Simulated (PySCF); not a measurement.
**How methods differ on the fine-structure interval of Ru¹³⁺**

Ru¹³⁺ [Ar] 3d10 4s2 4p1 [4p1/2^1, M_J = 1/2] → Ru¹³⁺ [Ar] 3d10 4s2 4p1 [4p3/2^1, M_J = 3/2], as a difference of total energies. Calculation: PySCF 2.14, in an even-tempered Gaussian basis (18 s from 0.58 bohr⁻², ratio 2.8; 14 p from 0.75 bohr⁻², ratio 2.8; 9 d from 1.3 bohr⁻², ratio 2.8; 4 f from 4.3 bohr⁻², ratio 3); the two-component X2C-1e Hamiltonian. Correlated levels: [Ne] frozen; the 82 highest virtual spinors dropped. "Screened" scales the spin-orbit matrix elements by Boettger's factors to mimic the two-electron term; Breit and QED terms are absent.

```json
{"method": "GHF (screened spin-orbit)", "fine-structure interval (cm⁻¹)": "42260"}
{"method": "GMP2 (screened spin-orbit)", "fine-structure interval (cm⁻¹)": "40980"}
{"method": "GHF (bare spin-orbit)", "fine-structure interval (cm⁻¹)": "44281"}
```
